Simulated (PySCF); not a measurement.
A calculated (UHF, PySCF 2.14, pcseg-2, the non-relativistic Hamiltonian (point nucleus)) atom or ion has these occupied shells.

| shell | electrons | orbital energy (eV) | rms radius, mean of both spins (bohr) |
| --- | --- | --- | --- |
| 1s α | 1 | -8970.6 | 0.0613 |
| 1s β | 1 | -8970.6 | 0.0613 |
| 2s α | 1 | -1136.2 | 0.258 |
| 2s β | 1 | -1135.0 | 0.258 |
| 2p α | 3 | -994.67 | 0.230 |
| 2p β | 3 | -993.50 | 0.230 |
| 3s α | 1 | -164.05 | 0.774 |
| 3s β | 1 | -161.18 | 0.774 |
| 3p α | 3 | -118.26 | 0.816 |
| 3p β | 3 | -114.82 | 0.816 |
| 3d α | 5 | -40.745 | 1.03 |
| 3d β | 4 | -39.083 | 1.03 |

(1) Name the element and its charge.

Answers

(1) Cu²⁺ (copper, charge +2), in [Ar] 3d9, 2D determinant.
